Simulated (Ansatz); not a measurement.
Computed with B3LYP-D3(BJ)/def2-TZVP (Ansatz, a program for electronic structure). No frequencies were computed at this level.

Ansatz 0.2 input:
```yaml
crystal:
  periodic: [false, false, false]
  atoms:
    - { symbol: N, position_ang: [-1.930101, 0.051672, -0.705004] }
    - { symbol: C, position_ang: [-0.745146, 0.403014, -0.500877] }
    - { symbol: C, position_ang: [0.189199, -0.030668, 0.601927] }
    - { symbol: N, position_ang: [1.555599, -0.283341, 0.173746] }
    - { symbol: H, position_ang: [-2.305992, -0.606371, -0.021301] }
    - { symbol: H, position_ang: [-0.320084, 1.103076, -1.219124] }
    - { symbol: H, position_ang: [-0.19202, -0.937768, 1.082506] }
    - { symbol: H, position_ang: [0.217966, 0.764573, 1.357009] }
    - { symbol: H, position_ang: [1.57306, -1.015725, -0.52873] }
    - { symbol: H, position_ang: [1.957518, 0.551539, -0.240152] }
basis:
  gaussian: { orbitals: def2-tzvp }
hamiltonian:
  xc: b3lyp
  dispersion: d3bj
relax:
  max_steps: 150
```

Output:

```
Functional definition: B3LYP
934 factors; their error is unknown
mean field evaluation 1: about -5142.5825 eV, gradient 7.2e1 eV
mean field evaluation 2: about -5132.8807 eV, gradient 9.6e1 eV
mean field evaluation 4: about -5153.0812 eV, gradient 7.7e0 eV
mean field evaluation 8: about -5153.1940 eV, gradient 5.3e-1 eV
mean field evaluation 16: about -5153.1943 eV, gradient 3.8e-5 eV
mean field -5153.19434378 eV, -189.3763991733 hartree, gradient 3.8e-5 eV, S^2 0.000000; 0 other end points of the search recorded, 0 dependent functions left out
reference -5153.19457579 eV, -189.3764076994 hartree; 16, 16 occupied and 144, 144 virtual orbitals, 934 factors
relax step   1: F+E_penalty+E_count = -5153.47432911 eV  Δ(F+E_penalty+E_count) = +0.000e0 eV  max|allowed force component| = 9.199e-1 eV/Å  Δτ_max = 0.0000 Å  (28 SCF iters, accepted)
these checks for a lower state are left out or cut short: starts, cluster_reference, orbital_swaps, neighbouring_geometries, increment
934 factors; their error is unknown
mean field -5153.21220982 eV, -189.3770557382 hartree, gradient 1.6e-5 eV, S^2 0.000000; 0 other end points of the search recorded, 0 dependent functions left out
reference -5153.21244292 eV, -189.3770643045 hartree; 16, 16 occupied and 144, 144 virtual orbitals, 934 factors
relax step   2: F+E_penalty+E_count = -5153.49149537 eV  Δ(F+E_penalty+E_count) = -1.717e-2 eV  max|allowed force component| = 3.046e-1 eV/Å  Δτ_max = 0.0392 Å  (33 SCF iters, accepted)
these checks for a lower state are left out or cut short: starts, cluster_reference, orbital_swaps, neighbouring_geometries, increment
934 factors; their error is unknown
mean field -5153.21833672 eV, -189.3772808975 hartree, gradient 1.6e-5 eV, S^2 0.000000; 0 other end points of the search recorded, 0 dependent functions left out
reference -5153.21856998 eV, -189.3772894696 hartree; 16, 16 occupied and 144, 144 virtual orbitals, 934 factors
relax step   3: F+E_penalty+E_count = -5153.49755758 eV  Δ(F+E_penalty+E_count) = -6.062e-3 eV  max|allowed force component| = 1.254e-1 eV/Å  Δτ_max = 0.0376 Å  (33 SCF iters, accepted)
these checks for a lower state are left out or cut short: starts, cluster_reference, orbital_swaps, neighbouring_geometries, increment
934 factors; their error is unknown
mean field evaluation 32: about -5153.2273 eV, gradient 1.7e0 eV
mean field -5153.22076431 eV, -189.3773701098 hartree, gradient 1.7e-5 eV, S^2 0.000000; 0 other end points of the search recorded, 0 dependent functions left out
reference -5153.22099772 eV, -189.3773786875 hartree; 16, 16 occupied and 144, 144 virtual orbitals, 934 factors
relax step   4: F+E_penalty+E_count = -5153.50041238 eV  Δ(F+E_penalty+E_count) = -2.855e-3 eV  max|allowed force component| = 1.594e-1 eV/Å  Δτ_max = 0.0444 Å  (31 SCF iters, accepted)
these checks for a lower state are left out or cut short: starts, cluster_reference, orbital_swaps, neighbouring_geometries, increment
934 factors; their error is unknown
mean field -5153.22183113 eV, -189.3774093149 hartree, gradient 1.7e-5 eV, S^2 0.000000; 0 other end points of the search recorded, 0 dependent functions left out
reference -5153.22206455 eV, -189.3774178927 hartree; 16, 16 occupied and 144, 144 virtual orbitals, 934 factors
relax step   5: F+E_penalty+E_count = -5153.50174547 eV  Δ(F+E_penalty+E_count) = -1.333e-3 eV  max|allowed force component| = 7.253e-2 eV/Å  Δτ_max = 0.0132 Å  (32 SCF iters, accepted)
these checks for a lower state are left out or cut short: starts, cluster_reference, orbital_swaps, neighbouring_geometries, increment
934 factors; their error is unknown
mean field -5153.22303327 eV, -189.3774534927 hartree, gradient 1.6e-5 eV, S^2 0.000000; 0 other end points of the search recorded, 0 dependent functions left out
reference -5153.22326684 eV, -189.3774620762 hartree; 16, 16 occupied and 144, 144 virtual orbitals, 934 factors
relax step   6: F+E_penalty+E_count = -5153.50346160 eV  Δ(F+E_penalty+E_count) = -1.716e-3 eV  max|allowed force component| = 5.355e-2 eV/Å  Δτ_max = 0.0486 Å  (32 SCF iters, accepted)
these checks for a lower state are left out or cut short: starts, cluster_reference, orbital_swaps, neighbouring_geometries, increment
934 factors; their error is unknown
mean field -5153.22300407 eV, -189.3774524194 hartree, gradient 1.7e-5 eV, S^2 0.000000; 0 other end points of the search recorded, 0 dependent functions left out
reference -5153.22323757 eV, -189.3774610006 hartree; 16, 16 occupied and 144, 144 virtual orbitals, 934 factors
relax step   7: F+E_penalty+E_count = -5153.50348589 eV  Δ(F+E_penalty+E_count) = -2.429e-5 eV  max|allowed force component| = 7.827e-2 eV/Å  Δτ_max = 0.0075 Å  (32 SCF iters, accepted)
these checks for a lower state are left out or cut short: starts, cluster_reference, orbital_swaps, neighbouring_geometries, increment
934 factors; their error is unknown
mean field evaluation 64: about -5153.2241 eV, gradient 7.8e-3 eV
mean field -5153.22409313 eV, -189.3774924417 hartree, gradient 1.6e-5 eV, S^2 0.000000; 0 other end points of the search recorded, 0 dependent functions left out
reference -5153.22432653 eV, -189.3775010191 hartree; 16, 16 occupied and 144, 144 virtual orbitals, 934 factors
relax step   8: F+E_penalty+E_count = -5153.50486485 eV  Δ(F+E_penalty+E_count) = -1.379e-3 eV  max|allowed force component| = 7.720e-2 eV/Å  Δτ_max = 0.0634 Å  (31 SCF iters, accepted)
these checks for a lower state are left out or cut short: starts, cluster_reference, orbital_swaps, neighbouring_geometries, increment
934 factors; their error is unknown
mean field -5153.22422186 eV, -189.3774971726 hartree, gradient 1.7e-5 eV, S^2 0.000000; 0 other end points of the search recorded, 0 dependent functions left out
reference -5153.22445500 eV, -189.3775057402 hartree; 16, 16 occupied and 144, 144 virtual orbitals, 934 factors
relax step   9: F+E_penalty+E_count = -5153.50514412 eV  Δ(F+E_penalty+E_count) = -2.793e-4 eV  max|allowed force component| = 4.180e-2 eV/Å  Δτ_max = 0.0266 Å  (31 SCF iters, accepted)
these checks for a lower state are left out or cut short: starts, cluster_reference, orbital_swaps, neighbouring_geometries, increment
934 factors; their error is unknown
mean field -5153.22459101 eV, -189.3775107386 hartree, gradient 1.7e-5 eV, S^2 0.000000; 0 other end points of the search recorded, 0 dependent functions left out
reference -5153.22482414 eV, -189.3775193060 hartree; 16, 16 occupied and 144, 144 virtual orbitals, 934 factors
relax step  10: F+E_penalty+E_count = -5153.50544934 eV  Δ(F+E_penalty+E_count) = -3.052e-4 eV  max|allowed force component| = 2.573e-2 eV/Å  Δτ_max = 0.0135 Å  (32 SCF iters, accepted)
these checks for a lower state are left out or cut short: starts, cluster_reference, orbital_swaps, neighbouring_geometries, increment
934 factors; their error is unknown
mean field -5153.22471301 eV, -189.3775152220 hartree, gradient 1.7e-5 eV, S^2 0.000000; 0 other end points of the search recorded, 0 dependent functions left out
reference -5153.22494610 eV, -189.3775237877 hartree; 16, 16 occupied and 144, 144 virtual orbitals, 934 factors
relax step  11: F+E_penalty+E_count = -5153.50551043 eV  Δ(F+E_penalty+E_count) = -6.109e-5 eV  max|allowed force component| = 2.197e-2 eV/Å  Δτ_max = 0.0077 Å  (32 SCF iters, accepted)
these checks for a lower state are left out or cut short: starts, cluster_reference, orbital_swaps, neighbouring_geometries, increment
934 factors; their error is unknown
mean field -5153.22472369 eV, -189.3775156146 hartree, gradient 1.7e-5 eV, S^2 0.000000; 0 other end points of the search recorded, 0 dependent functions left out
reference -5153.22495673 eV, -189.3775241784 hartree; 16, 16 occupied and 144, 144 virtual orbitals, 934 factors
relax step  12: F+E_penalty+E_count = -5153.50552200 eV  Δ(F+E_penalty+E_count) = -1.156e-5 eV  max|allowed force component| = 1.304e-2 eV/Å  Δτ_max = 0.0067 Å  (32 SCF iters, accepted)
these checks for a lower state are left out or cut short: starts, cluster_reference, orbital_swaps, neighbouring_geometries, increment
934 factors; their error is unknown
mean field evaluation 96: about -5153.2415 eV, gradient 3.2e-4 eV
mean field -5153.22471343 eV, -189.3775152374 hartree, gradient 1.7e-5 eV, S^2 0.000000; 0 other end points of the search recorded, 0 dependent functions left out
reference -5153.22494642 eV, -189.3775237997 hartree; 16, 16 occupied and 144, 144 virtual orbitals, 934 factors
relax step  13: F+E_penalty+E_count = -5153.50553830 eV  Δ(F+E_penalty+E_count) = -1.630e-5 eV  max|allowed force component| = 5.061e-3 eV/Å  Δτ_max = 0.0019 Å  (33 SCF iters, accepted)
934 factors; their error is unknown
mean field -5153.22471343 eV, -189.3775152374 hartree, gradient 1.7e-5 eV, S^2 0.000000; 1 other end points of the search recorded, 0 dependent functions left out
reference -5153.22494642 eV, -189.3775237997 hartree; 16, 16 occupied and 144, 144 virtual orbitals, 934 factors
Total energy: -5153.50577129 eV, -189.3878439233 hartree
Atom 0 at    -1.891320    -0.034783    -0.765965 Å, force     0.000033    -0.000535    -0.000594 eV/Å
Atom 1 at    -0.761892     0.456312    -0.475516 Å, force     0.001108     0.000043     0.000195 eV/Å
Atom 2 at     0.180598     0.028605     0.622830 Å, force    -0.000269     0.000803     0.000142 eV/Å
Atom 3 at     1.511971    -0.352759     0.152263 Å, force    -0.005061     0.001231     0.003365 eV/Å
Atom 4 at    -2.138041    -0.789288    -0.118717 Å, force    -0.000281    -0.000188     0.000265 eV/Å
Atom 5 at    -0.393526     1.271274    -1.108405 Å, force     0.000333    -0.000345    -0.000327 eV/Å
Atom 6 at    -0.257359    -0.810914     1.170164 Å, force     0.000353     0.000714     0.000108 eV/Å
Atom 7 at     0.298313     0.849570     1.336583 Å, force     0.000515    -0.000704     0.001808 eV/Å
Atom 8 at     1.447688    -1.058912    -0.571933 Å, force     0.001547    -0.002009    -0.003149 eV/Å
Atom 9 at     2.003567     0.440895    -0.241305 Å, force     0.001721     0.000988    -0.001813 eV/Å
Dipole moment:     0.281144     0.023561     0.115966 e Å
```

Cost: very roughly 50 core-seconds.
